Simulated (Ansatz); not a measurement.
Ga9N10H26, a nanocrystal cut from wurtzite GaN (hydrogen-capped). Total charge 0; doublet. Geometry r2SCAN-D4/def2-SVP, that of the charge +1 singlet; atoms count from 1.

```xyz
45

N     1.8890   -1.0195   -2.6200
Ga    2.4093   -2.7223   -1.5492
N     0.6006    1.9213   -2.5972
Ga   -1.3783    2.2394   -2.9447
Ga    1.0141    0.3217   -1.5249
N    -0.6449   -0.4267   -0.8846
N     1.5941   -2.2414    0.2303
Ga   -0.3637   -2.1367    0.1347
N    -1.9418    2.4543   -1.0020
Ga   -1.6336    0.8774    0.1373
N    -3.3230    0.0748    0.6527
N    -1.0759   -1.6812    1.9062
Ga   -3.0883   -1.5693    1.9011
N     2.0411    0.7912    0.0193
Ga    2.5821   -0.7910    1.0749
Ga    1.1569    2.2417    1.0934
N    -0.5496    1.3350    1.6456
N     1.6705   -0.5070    2.8309
Ga   -0.3016   -0.1859    2.8848
H     1.3025   -1.3190   -3.4048
H     2.7526   -0.6732   -3.0482
H     1.5792   -3.8676   -2.2043
H     3.9629   -2.6119   -1.4299
H     1.0699    1.8943   -3.5080
H     0.9790    2.7536   -2.1287
H    -1.9541    0.8538   -3.3998
H    -1.5386    3.6111   -3.6586
H    -1.2117   -0.6746   -1.7045
H     1.7959   -3.0916    0.7739
H    -1.0580   -3.3355   -0.5708
H    -2.9285    2.7318   -0.9997
H    -1.4389    3.2609   -0.6124
H    -3.8674   -0.2328   -0.1589
H    -3.9322    0.7305    1.1507
H    -0.9283   -2.5199    2.4840
H    -3.6694   -2.7658    1.0884
H    -3.5598   -1.0361    3.2917
H     2.9227    1.2232   -0.2838
H     4.1188   -0.9427    1.2509
H     0.7401    3.3669    0.0530
H     2.0182    2.5593    2.3591
H    -1.0325    2.0535    2.1990
H     1.8806   -1.3099    3.4340
H     2.1331    0.2778    3.3055
H    -0.7930    0.0879    4.3337
```

Single mean-field runs in def2-TZVP are fitted with def2-universal-jkfit.

Q: Estimate the Mulliken populations of the heavy atoms from the PBE0/def2-TZVP orbitals of Ansatz.

A: 
```json
{"atom": "N1", "charge (e)": "-0.40", "spin (α − β)": "-0.11"}
{"atom": "Ga2", "charge (e)": "0.15", "spin (α − β)": "0.08"}
{"atom": "N3", "charge (e)": "-0.44", "spin (α − β)": "-0.05"}
{"atom": "Ga4", "charge (e)": "0.25", "spin (α − β)": "0.03"}
{"atom": "Ga5", "charge (e)": "0.25", "spin (α − β)": "0.09"}
{"atom": "N6", "charge (e)": "-0.41", "spin (α − β)": "0.05"}
{"atom": "N7", "charge (e)": "-0.47", "spin (α − β)": "0.00"}
{"atom": "Ga8", "charge (e)": "0.21", "spin (α − β)": "0.11"}
{"atom": "N9", "charge (e)": "-0.44", "spin (α − β)": "-0.05"}
{"atom": "Ga10", "charge (e)": "0.25", "spin (α − β)": "0.09"}
{"atom": "N11", "charge (e)": "-0.40", "spin (α − β)": "-0.11"}
{"atom": "N12", "charge (e)": "-0.47", "spin (α − β)": "0.00"}
{"atom": "Ga13", "charge (e)": "0.15", "spin (α − β)": "0.08"}
{"atom": "N14", "charge (e)": "-0.42", "spin (α − β)": "0.01"}
{"atom": "Ga15", "charge (e)": "0.31", "spin (α − β)": "0.02"}
{"atom": "Ga16", "charge (e)": "0.18", "spin (α − β)": "0.01"}
{"atom": "N17", "charge (e)": "-0.42", "spin (α − β)": "0.01"}
{"atom": "N18", "charge (e)": "-0.53", "spin (α − β)": "0.00"}
{"atom": "Ga19", "charge (e)": "0.31", "spin (α − β)": "0.02"}
```
Mulliken values depend strongly on the basis.

Q: Where does the spin sit?

A: Summed by element: N -0.25, Ga 0.53, H 0.72, of 1 unpaired in all. Largest on single atoms: Ga8 0.11, N11 -0.11, N1 -0.11.

Q: And the Mayer bond orders between heavy atoms (over 0.3)?

A: N1–Ga2 0.57 (2.08 Å); N1–Ga5 0.77 (1.94 Å); Ga2–N7 0.70 (2.02 Å); N3–Ga4 0.64 (2.03 Å); N3–Ga5 0.76 (1.97 Å); Ga4–N9 0.64 (2.03 Å); Ga5–N6 0.93 (1.93 Å); Ga5–N14 0.92 (1.91 Å); N6–Ga8 0.70 (2.01 Å); N6–Ga10 0.93 (1.93 Å); N7–Ga8 0.78 (1.96 Å); N7–Ga15 0.81 (1.95 Å); Ga8–N12 0.78 (1.96 Å); N9–Ga10 0.76 (1.97 Å); Ga10–N11 0.77 (1.94 Å); Ga10–N17 0.92 (1.91 Å); N11–Ga13 0.57 (2.08 Å); N12–Ga13 0.70 (2.02 Å); N12–Ga19 0.81 (1.95 Å); N14–Ga15 0.76 (1.98 Å); N14–Ga16 0.71 (2.01 Å); Ga15–N18 0.69 (2.00 Å); Ga16–N17 0.71 (2.01 Å); N17–Ga19 0.76 (1.98 Å); N18–Ga19 0.69 (2.00 Å).
